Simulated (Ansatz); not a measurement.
Ansatz (a quantum-chemistry and plane-wave program) input (HF/3-21G): The .json file is the Basis Set Exchange's 3-21G.

Ansatz 0.2 input:
```yaml
crystal:
  periodic: [false, false, false]
  atoms:
    - {symbol: C, position_ang: [1.94391323, -0.15658893, 0.72409051]}
    - {symbol: C, position_ang: [1.15800349, -0.34338317, -0.35297934]}
    - {symbol: C, position_ang: [0.13842319, 0.49192904, -0.91644033]}
    - {symbol: C, position_ang: [-1.13466875, 0.54070358, -0.53148356]}
    - {symbol: C, position_ang: [-1.80567895, -0.27202382, 0.58490336]}
    - {symbol: H, position_ang: [2.77630808, -0.80598988, 0.93914788]}
    - {symbol: H, position_ang: [1.79831317, 0.67826203, 1.38676096]}
    - {symbol: H, position_ang: [1.39198423, -1.20848507, -0.96700009]}
    - {symbol: H, position_ang: [-1.83034452, 1.21200152, -1.02823106]}
    - {symbol: H, position_ang: [-2.30513442, 0.37309859, 1.31203205]}
    - {symbol: H, position_ang: [-2.56814265, -0.95282306, 0.19559545]}
    - {symbol: H, position_ang: [-1.06293713, -0.85988442, 1.11315114]}
basis:
  gaussian:
    orbitals: 3-21G.json
hamiltonian:
  xc: {name: HF}
total_charge: -1
phonons: {temperatures: {t_min: 298.15, t_max: 298.15, t_step: 100}}
```

Output:

```
Functional definition: HF
integrals: 0.02 GiB planned
849 factors; integrals over basis functions are off by at most 4.9e-4 eV
mean field: 0.15 GiB planned
mean field evaluation 1: about -5227.6922 eV, gradient 2.4e1 eV
mean field evaluation 2: about -5227.9735 eV, gradient 2.4e1 eV
mean field evaluation 4: about -5229.8769 eV, gradient 3.5e0 eV
mean field evaluation 8: about -5229.9199 eV, gradient 8.7e-4 eV
mean field -5229.91992706 eV, -192.1960123524 hartree, gradient 2.9e-5 eV, S^2 0.000000; 0 other end points of the search recorded, 0 dependent functions left out
the calculation of the forces begins
reference -5229.91992706 eV, -192.1960123524 hartree; 19, 19 occupied and 40, 40 virtual orbitals, 849 factors
these checks for a lower state are left out or cut short: stability, starts, cluster_reference, orbital_swaps, neighbouring_geometries, increment
integrals: 0.02 GiB planned
849 factors; integrals over basis functions are off by at most 4.9e-4 eV
mean field: 0.15 GiB planned
mean field evaluation 16: about -5229.9198 eV, gradient 6.2e-3 eV
mean field -5229.91976674 eV, -192.1960064609 hartree, gradient 2.2e-6 eV, S^2 0.000000; 0 other end points of the search recorded, 0 dependent functions left out
the calculation of the forces begins
reference -5229.91976674 eV, -192.1960064609 hartree; 19, 19 occupied and 40, 40 virtual orbitals, 849 factors
these checks for a lower state are left out or cut short: stability, starts, cluster_reference, orbital_swaps, neighbouring_geometries, increment
integrals: 0.02 GiB planned
849 factors; integrals over basis functions are off by at most 4.9e-4 eV
mean field: 0.15 GiB planned
mean field -5229.91977116 eV, -192.1960066233 hartree, gradient 2.2e-6 eV, S^2 0.000000; 0 other end points of the search recorded, 0 dependent functions left out
the calculation of the forces begins
reference -5229.91977116 eV, -192.1960066233 hartree; 19, 19 occupied and 40, 40 virtual orbitals, 849 factors
these checks for a lower state are left out or cut short: stability, starts, cluster_reference, orbital_swaps, neighbouring_geometries, increment
integrals: 0.02 GiB planned
849 factors; integrals over basis functions are off by at most 4.9e-4 eV
mean field: 0.15 GiB planned
mean field evaluation 32: about -5229.9178 eV, gradient 7.8e-1 eV
mean field -5229.91977340 eV, -192.1960067054 hartree, gradient 2.2e-6 eV, S^2 0.000000; 0 other end points of the search recorded, 0 dependent functions left out
the calculation of the forces begins
reference -5229.91977340 eV, -192.1960067054 hartree; 19, 19 occupied and 40, 40 virtual orbitals, 849 factors
these checks for a lower state are left out or cut short: stability, starts, cluster_reference, orbital_swaps, neighbouring_geometries, increment
integrals: 0.02 GiB planned
849 factors; integrals over basis functions are off by at most 4.9e-4 eV
mean field: 0.15 GiB planned
mean field -5229.91977492 eV, -192.1960067613 hartree, gradient 2.2e-6 eV, S^2 0.000000; 0 other end points of the search recorded, 0 dependent functions left out
the calculation of the forces begins
reference -5229.91977492 eV, -192.1960067613 hartree; 19, 19 occupied and 40, 40 virtual orbitals, 849 factors
these checks for a lower state are left out or cut short: stability, starts, cluster_reference, orbital_swaps, neighbouring_geometries, increment
integrals: 0.02 GiB planned
849 factors; integrals over basis functions are off by at most 4.9e-4 eV
mean field: 0.15 GiB planned
mean field -5229.91974304 eV, -192.1960055899 hartree, gradient 2.2e-6 eV, S^2 0.000000; 0 other end points of the search recorded, 0 dependent functions left out
the calculation of the forces begins
reference -5229.91974304 eV, -192.1960055899 hartree; 19, 19 occupied and 40, 40 virtual orbitals, 849 factors
these checks for a lower state are left out or cut short: stability, starts, cluster_reference, orbital_swaps, neighbouring_geometries, increment
integrals: 0.02 GiB planned
849 factors; integrals over basis functions are off by at most 4.9e-4 eV
mean field: 0.15 GiB planned
mean field evaluation 64: about -5229.9197 eV, gradient 1.8e-6 eV
mean field -5229.91974444 eV, -192.1960056412 hartree, gradient 2.2e-6 eV, S^2 0.000000; 0 other end points of the search recorded, 0 dependent functions left out
the calculation of the forces begins
reference -5229.91974444 eV, -192.1960056412 hartree; 19, 19 occupied and 40, 40 virtual orbitals, 849 factors
these checks for a lower state are left out or cut short: stability, starts, cluster_reference, orbital_swaps, neighbouring_geometries, increment
integrals: 0.02 GiB planned
849 factors; integrals over basis functions are off by at most 4.9e-4 eV
mean field: 0.15 GiB planned
[...]
849 factors; integrals over basis functions are off by at most 4.9e-4 eV
mean field: 0.15 GiB planned
mean field -5229.91986747 eV, -192.1960101626 hartree, gradient 2.2e-6 eV, S^2 0.000000; 0 other end points of the search recorded, 0 dependent functions left out
the calculation of the forces begins
reference -5229.91986747 eV, -192.1960101626 hartree; 19, 19 occupied and 40, 40 virtual orbitals, 849 factors
these checks for a lower state are left out or cut short: stability, starts, cluster_reference, orbital_swaps, neighbouring_geometries, increment
integrals: 0.02 GiB planned
849 factors; integrals over basis functions are off by at most 4.9e-4 eV
mean field: 0.15 GiB planned
mean field -5229.91986887 eV, -192.1960102139 hartree, gradient 2.2e-6 eV, S^2 0.000000; 0 other end points of the search recorded, 0 dependent functions left out
the calculation of the forces begins
reference -5229.91986887 eV, -192.1960102139 hartree; 19, 19 occupied and 40, 40 virtual orbitals, 849 factors
these checks for a lower state are left out or cut short: stability, starts, cluster_reference, orbital_swaps, neighbouring_geometries, increment
integrals: 0.02 GiB planned
849 factors; integrals over basis functions are off by at most 4.9e-4 eV
mean field: 0.15 GiB planned
mean field evaluation 576: about -5229.9199 eV, gradient 9.1e-5 eV
mean field -5229.91987806 eV, -192.1960105516 hartree, gradient 2.2e-6 eV, S^2 0.000000; 0 other end points of the search recorded, 0 dependent functions left out
the calculation of the forces begins
reference -5229.91987806 eV, -192.1960105516 hartree; 19, 19 occupied and 40, 40 virtual orbitals, 849 factors
these checks for a lower state are left out or cut short: stability, starts, cluster_reference, orbital_swaps, neighbouring_geometries, increment
integrals: 0.02 GiB planned
849 factors; integrals over basis functions are off by at most 4.9e-4 eV
mean field: 0.15 GiB planned
mean field -5229.91987576 eV, -192.1960104671 hartree, gradient 2.2e-6 eV, S^2 0.000000; 0 other end points of the search recorded, 0 dependent functions left out
the calculation of the forces begins
reference -5229.91987576 eV, -192.1960104671 hartree; 19, 19 occupied and 40, 40 virtual orbitals, 849 factors
these checks for a lower state are left out or cut short: stability, starts, cluster_reference, orbital_swaps, neighbouring_geometries, increment
integrals: 0.02 GiB planned
849 factors; integrals over basis functions are off by at most 4.9e-4 eV
mean field: 0.15 GiB planned
mean field -5229.91989749 eV, -192.1960112658 hartree, gradient 2.2e-6 eV, S^2 0.000000; 0 other end points of the search recorded, 0 dependent functions left out
the calculation of the forces begins
reference -5229.91989749 eV, -192.1960112658 hartree; 19, 19 occupied and 40, 40 virtual orbitals, 849 factors
these checks for a lower state are left out or cut short: stability, starts, cluster_reference, orbital_swaps, neighbouring_geometries, increment
integrals: 0.02 GiB planned
849 factors; integrals over basis functions are off by at most 4.9e-4 eV
mean field: 0.15 GiB planned
mean field -5229.91989570 eV, -192.1960112000 hartree, gradient 2.2e-6 eV, S^2 0.000000; 0 other end points of the search recorded, 0 dependent functions left out
the calculation of the forces begins
reference -5229.91989570 eV, -192.1960112000 hartree; 19, 19 occupied and 40, 40 virtual orbitals, 849 factors
these checks for a lower state are left out or cut short: stability, starts, cluster_reference, orbital_swaps, neighbouring_geometries, increment
integrals: 0.02 GiB planned
849 factors; integrals over basis functions are off by at most 4.9e-4 eV
mean field: 0.15 GiB planned
mean field evaluation 608: about -5229.9179 eV, gradient 7.8e-1 eV
mean field -5229.91986302 eV, -192.1960099990 hartree, gradient 2.2e-6 eV, S^2 0.000000; 0 other end points of the search recorded, 0 dependent functions left out
the calculation of the forces begins
reference -5229.91986302 eV, -192.1960099990 hartree; 19, 19 occupied and 40, 40 virtual orbitals, 849 factors
these checks for a lower state are left out or cut short: stability, starts, cluster_reference, orbital_swaps, neighbouring_geometries, increment
integrals: 0.02 GiB planned
849 factors; integrals over basis functions are off by at most 4.9e-4 eV
mean field: 0.15 GiB planned
mean field -5229.91986360 eV, -192.1960100204 hartree, gradient 2.2e-6 eV, S^2 0.000000; 0 other end points of the search recorded, 0 dependent functions left out
the calculation of the forces begins
reference -5229.91986360 eV, -192.1960100204 hartree; 19, 19 occupied and 40, 40 virtual orbitals, 849 factors
these checks for a lower state are left out or cut short: stability, starts, cluster_reference, orbital_swaps, neighbouring_geometries, increment
integrals: 0.02 GiB planned
849 factors; integrals over basis functions are off by at most 4.9e-4 eV
mean field: 0.15 GiB planned
mean field -5229.91988056 eV, -192.1960106437 hartree, gradient 2.2e-6 eV, S^2 0.000000; 0 other end points of the search recorded, 0 dependent functions left out
the calculation of the forces begins
reference -5229.91988056 eV, -192.1960106437 hartree; 19, 19 occupied and 40, 40 virtual orbitals, 849 factors
these checks for a lower state are left out or cut short: stability, starts, cluster_reference, orbital_swaps, neighbouring_geometries, increment
integrals: 0.02 GiB planned
849 factors; integrals over basis functions are off by at most 4.9e-4 eV
mean field: 0.15 GiB planned
mean field evaluation 640: about -5229.9199 eV, gradient 1.8e-6 eV
mean field -5229.91988257 eV, -192.1960107175 hartree, gradient 2.2e-6 eV, S^2 0.000000; 0 other end points of the search recorded, 0 dependent functions left out
the calculation of the forces begins
reference -5229.91988257 eV, -192.1960107175 hartree; 19, 19 occupied and 40, 40 virtual orbitals, 849 factors
these checks for a lower state are left out or cut short: stability, starts, cluster_reference, orbital_swaps, neighbouring_geometries, increment
integrals: 0.02 GiB planned
849 factors; integrals over basis functions are off by at most 4.9e-4 eV
mean field: 0.15 GiB planned
mean field -5229.91988618 eV, -192.1960108501 hartree, gradient 2.2e-6 eV, S^2 0.000000; 0 other end points of the search recorded, 0 dependent functions left out
the calculation of the forces begins
reference -5229.91988618 eV, -192.1960108501 hartree; 19, 19 occupied and 40, 40 virtual orbitals, 849 factors
these checks for a lower state are left out or cut short: stability, starts, cluster_reference, orbital_swaps, neighbouring_geometries, increment
integrals: 0.02 GiB planned
849 factors; integrals over basis functions are off by at most 4.9e-4 eV
mean field: 0.15 GiB planned
mean field -5229.91988794 eV, -192.1960109146 hartree, gradient 2.2e-6 eV, S^2 0.000000; 0 other end points of the search recorded, 0 dependent functions left out
the calculation of the forces begins
reference -5229.91988794 eV, -192.1960109146 hartree; 19, 19 occupied and 40, 40 virtual orbitals, 849 factors
Total energy: -5229.91992706 eV, -192.1960123524 hartree
Atom 0 at     1.943913    -0.156589     0.724091 Å, force    -0.000831    -0.000226    -0.000435 eV/Å
Atom 1 at     1.158003    -0.343383    -0.352979 Å, force    -0.000044     0.000020     0.000756 eV/Å
Atom 2 at     0.138423     0.491929    -0.916440 Å, force    -0.001889    -0.000143     0.001587 eV/Å
Atom 3 at    -1.134669     0.540704    -0.531484 Å, force     0.002427     0.001240     0.000165 eV/Å
Atom 4 at    -1.805679    -0.272024     0.584903 Å, force     0.000204    -0.000710     0.000091 eV/Å
Atom 5 at     2.776308    -0.805990     0.939148 Å, force    -0.000857     0.000940    -0.000622 eV/Å
Atom 6 at     1.798313     0.678262     1.386761 Å, force    -0.000027    -0.000914    -0.000837 eV/Å
Atom 7 at     1.391984    -1.208485    -0.967000 Å, force     0.000440     0.000592     0.000227 eV/Å
Atom 8 at    -1.830345     1.212002    -1.028231 Å, force     0.000689    -0.001153    -0.000985 eV/Å
Atom 9 at    -2.305134     0.373099     1.312032 Å, force     0.000281     0.000255     0.000060 eV/Å
Atom 10 at    -2.568143    -0.952823     0.195595 Å, force    -0.000228     0.000490     0.000348 eV/Å
Atom 11 at    -1.062937    -0.859884     1.113151 Å, force    -0.000164    -0.000391    -0.000353 eV/Å
Dipole moment:    -0.236194    -0.433384     0.414569 e Å
Vibrations: 128.17 171.18 253.92 307.88 525.91 630.56 763.80 839.26 865.07 885.15 963.48 1124.81 1161.86 1168.81 1218.42 1423.93 1497.39 1524.80 1577.26 1666.26 1670.05 1702.55 1781.99 3096.81 3115.86 3144.94 3178.81 3237.59 3266.85 3333.71 cm⁻¹, zero-point energy 2.865713 eV
```

The blocks after the first are displaced geometries, from whose forces the wavenumbers follow.

The dipole moment of an ion depends on the origin.
